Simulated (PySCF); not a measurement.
Excitations are Tamm–Dancoff values on a coarser integration grid. The basis has no diffuse functions, so Rydberg states are missing or too high.

H₁₂Si₅, SMILES `[SiH3][Si]([SiH3])([SiH3])[SiH3]` (charge 0, multiplicity 1)

Method: PBE-D3(BJ)/def2-TZVP // PBE-D3(BJ)/def2-SVP run with PySCF.

| Item | Value |
|---|---|
| HOMO | -6.96 eV |
| dipole moment | 0.000 e·Å |
| HOMO–LUMO gap | 5.79 eV |
| LUMO | -1.17 eV |
| S1 excitation (TDA) | 5.80 eV |
| S1 oscillator strength | 0.000 |
| total energy | -1453.9562 Ha |
| cost | about 6 core-minutes (a rough figure) |

```xyz
17

Si     1.8577    -1.3139     0.5928
Si     0.0000     0.0000     0.0000
Si    -1.3171    -1.1642    -1.5616
Si    -1.2801     0.4582     1.9183
Si     0.7396     2.0199    -0.9496
H      2.6896    -1.6172    -0.6253
H      1.4018    -2.6129     1.2034
H      2.7133    -0.5826     1.5934
H     -0.5120    -1.4662    -2.7980
H     -2.5128    -0.3364    -1.9527
H     -1.7998    -2.4620    -0.9693
H     -0.4512     1.2045     2.9302
H     -2.4755     1.2997     1.5565
H     -1.7625    -0.8259     2.5401
H     -0.4387     2.8747    -1.3358
H      1.5622     1.7449    -2.1807
H      1.5855     2.7794     0.0381
```
Charge 0, spin multiplicity 1.
